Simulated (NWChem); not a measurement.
System: CaBrF; SMILES [Br][Ca][F]

The following NWChem deck was run.

```
start job
memory heap 200 mb stack 900 mb global 1100 mb
geometry units angstroms noautosym nocenter noautoz
  Ca     0.070894     1.000150     0.000000
  F     -0.741244     2.775353     0.000000
  Br     0.238023    -1.627259     0.000000
end
basis spherical
  * library def2-svpd
end
dft
  xc pbe0
  iterations 150
end
property
  response 1 0.0
end
task dft property
```

Output (shortened):

```
             Northwest Computational Chemistry Package (NWChem) 7.3.0
             --------------------------------------------------------

                             Geometry "geometry" -> ""
                             -------------------------

 Output coordinates in angstroms (scale by  1.889725989 to convert to a.u.)

  No.       Tag          Charge          X              Y              Z
 ---- ---------------- ---------- -------------- -------------- --------------
    1 Ca                  20.0000     0.07089400     1.00015000     0.00000000
    2 F                    9.0000    -0.74124400     2.77535300     0.00000000
    3 Br                  35.0000     0.23802300    -1.62725900     0.00000000

 Effective nuclear repulsion energy (a.u.)     226.4519507892

                              NWChem Property Module
                              ----------------------

                                 NWChem DFT Module
                                 -----------------

 Summary of "ao basis" -> "ao basis" (spherical)
 ------------------------------------------------------------------------------
       Tag                 Description            Shells   Functions and Types
 ---------------- ------------------------------  ------  ---------------------
 Ca                        def2-svpd                11       27   5s4p2d
 F                         def2-svpd                 9       23   4s3p2d
 Br                        def2-svpd                15       41   6s5p4d

            General Information
            -------------------
          SCF calculation type: DFT
          Wavefunction type:  closed shell.
          No. of atoms     :     3
          No. of electrons :    64
           Alpha electrons :    32
            Beta electrons :    32
          Charge           :     0
          Spin multiplicity:     1
          Use of symmetry is: off; symmetry adaption is: off
          Maximum number of iterations: 150
          AO basis - number of functions:    91
                     number of shells:    35
          Convergence on energy requested:  1.00D-06
          Convergence on density requested:  1.00D-05
          Convergence on gradient requested:  5.00D-04

              XC Information
              --------------
                         PBE0 Method XC Functional
                     Hartree-Fock (Exact) Exchange  0.250
          PerdewBurkeErnzerhof Exchange Functional  0.750
            Perdew 1991 LDA Correlation Functional  1.000 local
           PerdewBurkeErnz. Correlation Functional  1.000 non-local

             Grid Information
             ----------------
          Grid used for XC integration:  medium
          Radial quadrature: Mura-Knowles
          Angular quadrature: Lebedev.
          Tag              B.-S. Rad. Rad. Pts. Rad. Cut. Ang. Pts.
          ---              ---------- --------- --------- ---------
          Ca                  1.80      112          13.0       590
          F                   0.50       49          14.0       434
          Br                  1.15      112          14.0       590
          Grid pruning is: on
          Number of quadrature shells:   273
          Spatial weights used:  Erf1

      Superposition of Atomic Density Guess
      -------------------------------------

 Sum of atomic energies:       -3348.04636380

      Non-variational initial energy
      ------------------------------

 Total energy =   -3348.034255
 1-e energy   =   -5097.973159
 2-e energy   =    1523.486953
 HOMO         =      -0.422712
 LUMO         =      -0.121498

   convergence    iter        energy       DeltaE   RMS-Dens  Diis-err
 ---------------- ----- ----------------- --------- --------- ---------
 d= 0,ls=0.0,diis     1  -3350.6126795831 -3.58D+03  1.77D-02  9.53D-01
 d= 0,ls=0.0,diis     2  -3350.2499373067  3.63D-01  1.06D-02  5.30D+00
 d= 0,ls=0.0,diis     3  -3350.7240402257 -4.74D-01  2.11D-03  2.22D-02
 d= 0,ls=0.0,diis     4  -3350.7252612455 -1.22D-03  7.39D-04  9.33D-03
 d= 0,ls=0.0,diis     5  -3350.7260169251 -7.56D-04  1.26D-04  6.13D-05
  Resetting Diis
 d= 0,ls=0.0,diis     6  -3350.7260252939 -8.37D-06  2.08D-05  3.16D-06
 d= 0,ls=0.0,diis     7  -3350.7260258009 -5.07D-07  8.89D-06  2.66D-07

         Total DFT energy =    -3350.726025800895
      One electron energy =    -5104.190569629562
           Coulomb energy =     1664.526774136523
    Exchange-Corr. energy =     -137.514181097075
 Nuclear repulsion energy =      226.451950789218

 Numeric. integr. density =       64.000003863522

                       DFT Final Molecular Orbital Analysis
                       ------------------------------------

 Vector   30  Occ=2.000000D+00  E=-2.982392D-01
              MO Center=  1.8D-01, -1.3D+00, -2.7D-10, r^2= 2.5D+00
   Bfn.  Coefficient  Atom+Function         Bfn.  Coefficient  Atom+Function
  ----- ------------  ---------------      ----- ------------  ---------------
    67      0.552366  3 Br py                64      0.486654  3 Br py
    61     -0.328613  3 Br py                10      0.212642  1 Ca py
     4      0.151715  1 Ca s                  3     -0.120956  1 Ca s
    33     -0.112985  2 F  py                58      0.106888  3 Br py
    54     -0.106014  3 Br s                 32      0.094481  2 F  px

 Vector   31  Occ=2.000000D+00  E=-2.795810D-01
              MO Center=  2.3D-01, -1.5D+00,  1.1D-08, r^2= 1.8D+00
   Bfn.  Coefficient  Atom+Function         Bfn.  Coefficient  Atom+Function
  ----- ------------  ---------------      ----- ------------  ---------------
    68      0.567241  3 Br pz                65      0.504648  3 Br pz
    62     -0.337999  3 Br pz                59      0.109872  3 Br pz
    71      0.078481  3 Br pz                19     -0.074734  1 Ca d -1
    11     -0.060844  1 Ca pz                24     -0.044823  1 Ca d -1
    14      0.039756  1 Ca pz                88      0.030286  3 Br d -1

 Vector   32  Occ=2.000000D+00  E=-2.792418D-01
              MO Center=  2.4D-01, -1.5D+00, -1.4D-08, r^2= 1.8D+00
   Bfn.  Coefficient  Atom+Function         Bfn.  Coefficient  Atom+Function
  ----- ------------  ---------------      ----- ------------  ---------------
    66      0.565416  3 Br px                63      0.502685  3 Br px
    60     -0.336676  3 Br px                57      0.109441  3 Br px
    69      0.078830  3 Br px                18     -0.069024  1 Ca d -2
     9     -0.065198  1 Ca px                67      0.052713  3 Br py
    64      0.046530  3 Br py                23     -0.042438  1 Ca d -2

 Vector   33  Occ=0.000000D+00  E=-7.325943D-02
              MO Center=  6.3D-01,  1.1D+00, -8.9D-09, r^2= 5.9D+00
   Bfn.  Coefficient  Atom+Function         Bfn.  Coefficient  Atom+Function
  ----- ------------  ---------------      ----- ------------  ---------------
     4      0.643046  1 Ca s                  5      0.400779  1 Ca s
     3     -0.393323  1 Ca s                 22      0.207478  1 Ca d  2
    12      0.147749  1 Ca px                27      0.140822  1 Ca d  2
    20      0.136068  1 Ca d  0              54     -0.110313  3 Br s
    18      0.104665  1 Ca d -2              67     -0.098821  3 Br py

 Vector   34  Occ=0.000000D+00  E=-1.422033D-02
              MO Center=  7.2D-01,  1.2D+00, -2.1D-08, r^2= 6.0D+00
   Bfn.  Coefficient  Atom+Function         Bfn.  Coefficient  Atom+Function
  ----- ------------  ---------------      ----- ------------  ---------------
    17      0.526011  1 Ca pz                21     -0.521698  1 Ca d  1
    26     -0.373888  1 Ca d  1              14      0.288975  1 Ca pz
    11     -0.153506  1 Ca pz                19      0.105301  1 Ca d -1
    71     -0.095864  3 Br pz                68     -0.080920  3 Br pz
    24      0.060493  1 Ca d -1              65     -0.055909  3 Br pz

 Vector   35  Occ=0.000000D+00  E=-1.299349D-02
              MO Center=  5.0D-01,  1.1D+00,  7.5D-09, r^2= 5.3D+00
   Bfn.  Coefficient  Atom+Function         Bfn.  Coefficient  Atom+Function
  ----- ------------  ---------------      ----- ------------  ---------------
    20      0.534968  1 Ca d  0              15     -0.435318  1 Ca px
    25      0.375169  1 Ca d  0              22     -0.219400  1 Ca d  2
    12     -0.216929  1 Ca px                27     -0.168903  1 Ca d  2
     9      0.125970  1 Ca px                16     -0.115797  1 Ca py
    18     -0.109057  1 Ca d -2              13     -0.097636  1 Ca py

     Multipole analysis of the density
     ---------------------------------

     L   x y z        total         alpha         beta         nuclear
     -   - - -        -----         -----         ----         -------
     0   0 0 0     -0.000000    -32.000000    -32.000000     64.000000

     1   1 0 0      0.847387     -2.484112     -2.484112      5.815611
     1   0 1 0      0.886804     11.756141     11.756141    -22.625478
     1   0 0 1      0.000000      0.000000      0.000000      0.000000

     2   2 0 0    -28.430110    -26.764536    -26.764536     25.098963
     2   1 1 0      6.153858     57.809219     57.809219   -109.464579
     2   1 0 1      0.000000      0.000000      0.000000      0.000000
     2   0 2 0    -43.372000   -346.667625   -346.667625    649.963251
     2   0 1 1     -0.000000     -0.000000     -0.000000      0.000000
     2   0 0 2    -26.993532    -13.496766    -13.496766      0.000000

 *** CALLING NEW AORESP DRIVER FOR CLOSED AND OPEN SHELLS ***
 Entering AOResponse driver routine

--------------------------------------------------------------------------------

          -----------------------------------------------
          Solving response equations for perturbing field
          -----------------------------------------------

 number of frequencies:     1
 frequency in a.u.:  0.0000000E+00
 Perturbing field: electric
 Using El. Dipole Length Gauge

 Setting up CPKS with frequency omega =      0.00000000 a.u.

 STATIC response

                                NWChem CPHF Module
                                ------------------

  scftype          =     RHF
  nclosed          =       32
  nopen            =        0
  variables        =     1888
  # of vectors     =        3
  tolerance        = 0.10D-03
  level shift      = 0.00D+00
  max iterations   =       50
  max subspace     =       30

 SCF residual:    7.8459523450307605E-004

Iterative solution of linear equations
  No. of variables     1888
  No. of equations        3
  Maximum subspace       30
        Iterations       50
       Convergence  1.0D-04

   iter   nsub   residual    time
   ----  ------  --------  ---------
     1      3    2.90D+00      35.6
     2      6    2.11D+00      49.3
     3      9    1.04D+00      62.9
     4     12    7.17D-02      76.7
     5     15    1.31D-02      91.0
     6     18    2.58D-03     105.3
     7     21    6.59D-04     119.7
     8     24    4.69D-05     133.7

 Electric Dipole Response Matrix (nonzero elements):

              1        2        3
    1   42.8511  -3.3386  -0.0000
    2   -3.3386  59.7696  -0.0000
    3   -0.0000  -0.0000  41.9425

 ------------------------------------------
 average:        48.18773 + I       0.00000

 DFT Linear Response polarizability / au
 Frequency  =       0.0000000 / au
              X              Y              Z
 -----------------------------------------------
 X      42.8511043     -3.3386452     -0.0000001
 Y      -3.3386446     59.7695755     -0.0000002
 Z      -0.0000001     -0.0000002     41.9425223
 -----------------------------------------------
 Eigenvalues =      42.2160989     60.4045809     41.9425223
 Isotropic   =      48.1877341
 Anisotropic =      18.3268018
 -----------------------------------------------

 Magnetic Dipole Response Matrix (nonzero elements):

 Exiting AOResponse driver routine
```

Level: PBE0/def2-SVPD. All runs use the structure optimised with PBE0/def2-SVP.
